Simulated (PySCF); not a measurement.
PySCF input for Mg(F)(GeH3) (FGeH3Mg), SMILES [Mg]([GeH3])[F], PBE0/pcSseg-2. The structure is a stationary point at PBE0-D3(BJ)/def2-TZVP.

```python
import numpy as np
from pyscf import gto, scf, dft
from pyscf.prop.nmr import rks as nmr

mol = gto.M(
    atom='''
    Mg   -0.00000000   -0.00000000   -1.35292825
    F     0.00000000    0.00000000   -3.10841754
    Ge    0.00000000    0.00000000    1.21190966
    H     1.23253351    0.71160356    1.80992928
    H    -1.23253352    0.71160356    1.80992927
    H    -0.00000000   -1.42320711    1.80992927
    ''',
    basis='pcSseg-2',
    charge=0,
    spin=0,
    max_memory=1600,
    verbose=3,
)
mf = dft.RKS(mol, xc='pbe0').density_fit(auxbasis='def2-universal-jkfit')
mf.grids.level = 3
mf.conv_tol = 1e-10
mf.max_cycle = 100
mf.kernel()
n = nmr.NMR(mf)
n.verbose = 2
n.max_cycle_cphf = 60
sigma = n.kernel()
print('atom   isotropic/ppm   span/ppm')
for i, s in enumerate(sigma):
    w = np.linalg.eigvalsh((s + s.T) / 2)
    print(f'{mol.atom_symbol(i):2s}{i + 1:3d} {w.mean():14.3f} {w[2] - w[0]:11.3f}')
```

Log of the run:

```
converged SCF energy = -2378.4195615268
atom   isotropic/ppm   span/ppm
Mg  1        506.194     306.041
F   2        379.228     162.791
Ge  3       1798.598     106.618
H   4         28.286      17.423
H   5         28.286      17.423
H   6         28.286      17.423
```

The calculation finished and met its thresholds.

Cost: very roughly 50 core-seconds.
